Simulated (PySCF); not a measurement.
Correlation energy of Tc⁻ (technetium, charge -1)

[Kr] 4d6 5s2, high-spin 5D determinant. Calculation: PySCF 2.14, in def2-TZVPPD with the def2 core potential (28 electrons); a scalar-relativistic core potential. Frozen: 4s2 4p6; 8 electrons correlated.

MP2 pair energies summed by pair of shells (mhartree):

```csv
pair,energy,share (%)
4d-4d,-105.81,64.5
4d-5s,-42.12,25.7
5s-5s,-16.21,9.9
```

Total MP2 correlation energy: -164.13 mhartree.

Same-spin part -77.82 and opposite-spin part -86.31 mhartree; SCS-MP2 scales them by 1/3 and 6/5 to -129.51 mhartree.

The Hartree-Fock reference does not bind the outermost electron (its level is positive or very diffuse), so these energies belong to a reference that the basis holds together.
